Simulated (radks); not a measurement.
The numbers below are computed, except where a source is named.
Removal energies from the iodine ion I6+, [Kr] 4d10 5s1, by Delta-SCF beside the eigenvalue of the level emptied. Level of theory: scalar-relativistic Kohn-Sham, BLYP, spin-polarised, spherical densities, finite nucleus; Fermi nuclear charge, rms radius of each element as measured or else 0.836 A^(1/3) + 0.57 fm (a radial shooting solver on a logarithmic mesh with Libxc functionals). Open shells are filled with parallel spins first.

| removed from | final configuration | Delta-SCF (eV) | -eigenvalue (eV) |
|---|---|---|---|
| 5s | [Kr] 4d10 | 88.880 | 82.561 |
| 4d | [Kr] 4d9 5s1 | 134.40 | 123.43 |
| 4p | [Ar] 3d10 4s2 4p5 4d10 5s1 | 213.28 | 201.39 |
| 4s | [Ar] 3d10 4s1 4p6 4d10 5s1 | 266.98 | 254.58 |
